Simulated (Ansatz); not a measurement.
Relaxation of CH4FGaO (8 atoms, charge 0, multiplicity 1), to a largest force component of 0.03 eV/Å in at most 50 steps.

Level of theory: UKS r2SCANh-D4/def2-SVP (Ansatz 0.2.0).

```xyz
8
Properties=species:S:1:pos:R:3
Ga -0.595 -0.281 1.084
F -0.703 -1.394 -1.790
O 1.183 0.208 1.120
C 0.602 0.804 -0.028
H -0.689 -0.525 -1.507
H -1.300 -1.144 2.127
H 0.523 1.902 -0.013
H 0.979 0.429 -0.994
```

Question: Where does it end, and by what steps?

Answer: It converged. After 41 steps the energy has fallen by 2.306 eV; O3 moved furthest, 1.86 Å. Parted: Ga1–O3, F2–H5. Joined: Ga1–F2, O3–H5.

| step | energy less start (eV) | largest force component (eV/Å) | accepted |
| --- | --- | --- | --- |
| 0 | 0.0000 | 0.935 | yes |
| 2 | -0.0818 | 1.108 | yes |
| 4 | -0.1704 | 0.866 | yes |
| 6 | -0.2280 | 0.268 | yes |
| 8 | -0.2373 | 0.114 | yes |
| 10 | -0.2565 | 0.844 | yes |
| 12 | -0.2950 | 1.253 | yes |
| 14 | -0.4973 | 1.390 | yes |
| 16 | -0.8300 | 0.420 | yes |
| 18 | -1.1649 | 2.389 | yes |
| 20 | -1.7124 | 1.741 | yes |
| 22 | -2.1359 | 1.223 | yes |
| 24 | -2.2234 | 0.276 | yes |
| 26 | -2.2434 | 0.690 | yes |
| 28 | -2.2531 | 0.472 | no |
| 30 | -2.2616 | 0.120 | yes |
| 32 | -2.2676 | 0.575 | no |
| 34 | -2.2881 | 0.122 | yes |
| 36 | -2.2971 | 0.246 | yes |
| 38 | -2.2626 | 0.850 | no |
| 40 | -2.3058 | 0.046 | yes |
| 41 | -2.3060 | 0.019 | yes |

```xyz
8
Properties=species:S:1:pos:R:3
Ga -0.992 -0.349 0.619
F -0.959 -1.748 -0.472
O 1.426 -0.154 -0.690
C 0.529 0.718 -0.042
H 0.904 -0.818 -1.159
H -2.129 -0.397 1.674
H 1.063 1.222 0.778
H 0.158 1.525 -0.707
```

Run time: 4 min on 4 threads of Arm Neoverse N1, with other jobs on the host, peak memory 0.34 GiB.
